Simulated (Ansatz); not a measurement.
The cluster Os2O2⁺, relaxed as a quartet with UKS PBE0-D4/def2-TZVP in Ansatz, starting from the PBE0-D4/def2-TZVP geometry of the charge +1 doublet. Force threshold 0.02 eV/Å.

In the def2 sets Os takes a core potential; there is no spin–orbit coupling. The charge 1 quartet is spin-contaminated (final ⟨S²⟩ up to 4.60, 3.75 for a pure state). At PBE0-D4/def2-TZVP a doublet of charge 1 lies 0.12 eV below the quartet, each at its own geometry. The structure comes from a short search, and lower isomers may exist.

Start:

| atom | x (Å) | y (Å) | z (Å) |
| --- | --- | --- | --- |
| Os1 | -1.507 | 0.577 | 0.796 |
| Os2 | 0.384 | 0.033 | -0.598 |
| O3 | -0.856 | -1.075 | 0.398 |
| O4 | 1.980 | 0.466 | -0.595 |

**Question.** Estimate the energy that the relaxation releases and the steps that it takes.

**Answer.** 0.4 kcal/mol, in 8 steps; 28 s on 4 threads of Arm Neoverse V1 on a shared host. No frequencies were taken in this run, so the end may be a saddle point.

**Question.** Does the start keep its bonding?

**Answer.** By distances, no bond broke or formed. The bond that changes most is Os2–O3, from 1.94 to 1.91 Å (atoms count from 1).

**Question.** Predict the relaxed structure.

**Answer.** 
```xyz
4

Os   -1.496    0.594    0.810
Os    0.382   -0.004   -0.633
O    -0.840   -1.067    0.388
O     1.954    0.477   -0.565
```
Bond lengths (bridged metal pairs left out): 3 × O–Os 1.65 to 1.91 Å.
